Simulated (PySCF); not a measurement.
**Ionisation energy of Tc by level of theory**

Tc [Kr] 4d5 5s2 (6S) → Tc⁺ [Kr] 4d5 5s1 (7S), as a difference of total energies. All numbers are calculated (PySCF 2.14, scalar relativity by spin-free X2C-1e, in x2c-TZVPPall with one added diffuse shell each of s, p, d, f type (9s7p7d3f1g, 95 functions)). Correlated levels: valence: [Kr] frozen; valence and next inner shell: [Ar] 3d10 frozen. The calculations carry no spin-orbit coupling.

| method | ionisation energy (eV) |
| --- | --- |
| UHF | 5.541 |
| LDA | 7.319 |
| PBE | 6.883 |
| PBE0 | 6.718 |
| r2SCAN | 6.551 |
| CAM-B3LYP | 7.204 |
| revPBE | 6.778 |
| LC-wPBE | 6.528 |
| BP86 | 7.135 |
| MP2 (valence) | 6.701 |
| SCS-MP2 (valence) | 6.953 |
| MP2 (valence and next inner shell) | 6.864 |
| SCS-MP2 (valence and next inner shell) | 6.998 |

Question: How much does correlation contribute at MP2 (valence and next inner shell)?

Answer: 6.864 − (5.541) = 1.323 eV, measured against UHF.

Errors of the correlated levels include the incompleteness of this basis and the frozen core.

For comparison: 7.119 eV (measured; NIST Atomic Spectra Database, ionization energies).
